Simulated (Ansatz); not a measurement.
Basis-set extrapolation for `C[CH](F)[AlH2]` (PBE0-D4/def2-TZVP geometry, frozen core, Ansatz). Multiplicity 1, RHF reference.

|  | def2-TZVPP | def2-QZVPP |
| --- | --- | --- |
| HF | -420.635110 | -420.650491 |
| MP2 correlation | -0.678593 | -0.731451 |
| CCSD(T) correlation | -0.742444 | not run |

Energies in hartree. Use E(X) = E(∞) + A·exp(−7.88·√X) for Hartree–Fock and E(X) = E(∞) + B·X^(−2.97) for correlation, with X = 3 and 4, and add CCSD(T) minus MP2 of the smaller set to the MP2 limit.

Q: What is the CCSD(T) energy at the basis-set limit?

A: HF limit: -420.650491 + (-0.015381) × 0.13774 = -420.65261. MP2 limit: -0.731451 + (-0.052858) × 0.74074 = -0.77061. Higher-order term: -0.742444 − (-0.678593) = -0.06385. Total: -421.48707 hartree, 2.98 eV below CCSD(T)/def2-TZVPP.
